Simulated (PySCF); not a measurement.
C4H8NOSi2 (doublet state).
Atom-mapped SMILES: `[O:1]=[CH:2][C:3]#[C:4][SiH2:5][NH:6][CH:7][SiH3:8]` (hydrogens: H9 on C2; H10, H11 on Si5; H12 on N6; H13 on C7; H14, H15, H16 on Si8)

Structure used (GFN2-xTB), in Å, numbered top down from 1:
```
atom  x, y, z in Å
O1    -4.422    0.684    1.923
C2    -4.253   -0.080    1.000
C3    -3.010   -0.376    0.380
C4    -1.938   -0.615   -0.135
Si5   -0.350   -1.014   -0.976
N6     0.763   -0.066   -0.020
C7     2.097    0.030   -0.195
Si8    3.201    1.083    0.855
H9    -5.097   -0.637    0.542
H10   -0.317   -0.556   -2.372
H11   -0.015   -2.443   -0.895
H12    0.407    0.445    0.776
H13    2.468   -0.525   -1.043
H14    2.777    0.949    2.255
H15    3.108    2.509    0.502
H16    4.573    0.620    0.660
```

The hyperfine couplings belong to this conformer and change with its torsions.

Method used: UKS B3LYP, pcH-1 on C H N O Si, non-relativistic, mean-field spin-orbit, GIAO (PySCF). The structure is a single GFN2-xTB conformer in the gas phase; no vibrational or solvent corrections. A GFN2-xTB geometry isn't a minimum of the functional, and hyperfine couplings can be far from their values at a DFT geometry. Stability of the SCF solution: not tested.

(1) Predict the first-order ENDOR lines of C7, C4, C2, N6, H13, H14/H15/H16, H10/H11, H12, Si8 and Si5 under fast tumbling at B = 349.2 mT (X band).

(2) Which pairs are centred on the nuclear Larmor frequency, and which on half the coupling?

(3) At what field would the lower line of H13 fall to zero frequency?

Results:

(1) ν± = |νn ± a/2|, one line for each electron-spin manifold; νn = |g_N| × 7.62259 MHz/T × B.

```csv
nuclei,isotope,g_N,νn (MHz),a_iso (MHz),lower line (MHz),upper line (MHz)
C7,13C,1.4048,3.74,56.16,24.34,31.82
C4,13C,1.4048,3.74,-3.68,1.90,5.58
C2,13C,1.4048,3.74,-0.83,3.33,4.15
N6,14N,0.4038,1.07,4.04,0.95,3.10
H13,1H,5.5857,14.87,-45.05,7.66,37.40
H14/H15/H16,1H,5.5857,14.87,34.88,2.57,32.31
H10/H11,1H,5.5857,14.87,24.45,2.64,27.10
H12,1H,5.5857,14.87,-14.33,7.70,22.03
Si8,29Si,-1.1106,2.96,37.34,15.71,21.63
Si5,29Si,-1.1106,2.96,11.72,2.90,8.82
```

The rows for 13C and 29Si, of low natural abundance, apply to labelled samples.

(2) Centred on νn, since |a| < 2νn: C4, C2, H10/H11 and H12. Centred on |a|/2 and split by 2νn: C7, N6, H13, H14/H15/H16, Si8 and Si5.

(3) Where νn = |a|/2, that is B = 22.53 MHz/(5.5857 × 7.62259 MHz/T) = 529 mT, as far as first order holds there.

Nuclei that the bonding pattern makes equivalent are averaged, as if the motion that swaps them (rotation, inversion, ring flip) were fast. The three 1H nuclei of mean +34.9 MHz run from 4.6 to 71.5 MHz in the frozen geometry.

Largest spin populations (Mulliken): C7 (+0.76) and N6 (+0.15). The angles at C7 add up to 359.9°, so it is planar; its axial dipolar tensor and the negative coupling of its proton fit spin in a p orbital normal to that plane.
